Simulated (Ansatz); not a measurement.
Be₃Te₂⁺. Charge 1, multiplicity 2. Geometry PBE-D4/def2-SVP; atoms count from 1.

```xyz
5

Be   -0.9648   -0.5706   -0.2817
Be   -0.3820    0.5866   -1.9514
Be    0.8628    0.7276   -0.2491
Te    1.0268   -1.4645    0.7617
Te   -0.5428    0.7210    1.7205
```

In the def2 sets Te takes a core potential; there is no spin–orbit coupling. Another isomer (doublet) lies 1.71 eV lower at PBE0-D4/def2-TZVP; other spin states weren't run for this one.

(1) Estimate the Mulliken populations from the PBE0/def2-TZVP orbitals of Ansatz.

(2) Where does the spin sit?

(3) And the Mayer bond orders between heavy atoms (over 0.3)?

Results:

(1) 
| atom | charge (e) | spin (α − β) |
| --- | --- | --- |
| Be1 | 0.16 | 0.27 |
| Be2 | 0.27 | 0.45 |
| Be3 | 0.16 | 0.27 |
| Te4 | 0.21 | 0.00 |
| Te5 | 0.21 | 0.00 |
Mulliken values depend strongly on the basis.

(2) Summed by element: Be 1.00, Te 0.00, of 1 unpaired in all. Largest on single atoms: Be2 0.45, Be1 0.27, Be3 0.27.

(3) Be1–Be2 0.75 (2.11 Å); Be1–Be3 0.32 (2.24 Å); Be1–Te4 0.79 (2.42 Å); Be1–Te5 0.79 (2.42 Å); Be2–Be3 0.75 (2.11 Å); Be3–Te4 0.79 (2.42 Å); Be3–Te5 0.79 (2.42 Å); Te4–Te5 0.97 (2.86 Å).
